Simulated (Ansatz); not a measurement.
Program: Ansatz 0.2.0.

A structure relaxed at PBE0-D4/def2-TZVP, charge 0, multiplicity 1:

Cartesian coordinates in Å:
```
F -1.7569 -1.3474 -0.4104
B -0.5197 -0.9090 -0.1691
Si 0.8477 -1.1371 -1.6688
C -0.2372 -0.2186 1.1839
Si -0.4128 1.6525 0.9800
H 1.0290 -2.5835 -1.9782
H 2.1723 -0.5724 -1.2898
H 0.3859 -0.4581 -2.9117
H 0.7938 -0.3717 1.5176
H -0.9345 -0.5240 1.9709
H -1.8069 2.0031 0.6068
H -0.0636 2.3289 2.2556
H 0.5027 2.1373 -0.0868
```

Give its formula and SMILES.

CH8BFSi2, `FB([SiH3])C[SiH3]`.

Point group (tolerance 0.08 Å, 0.16 Å for H)?

C1.

Summarise the bond lengths by kind.

1 × B–F 1.335 Å; 1 × B–Si 2.042 Å; 1 × B–C 1.545 Å; 6 × H–Si 1.485 to 1.490 Å; 1 × C–Si 1.890 Å; 2 × C–H 1.094 to 1.095 Å.
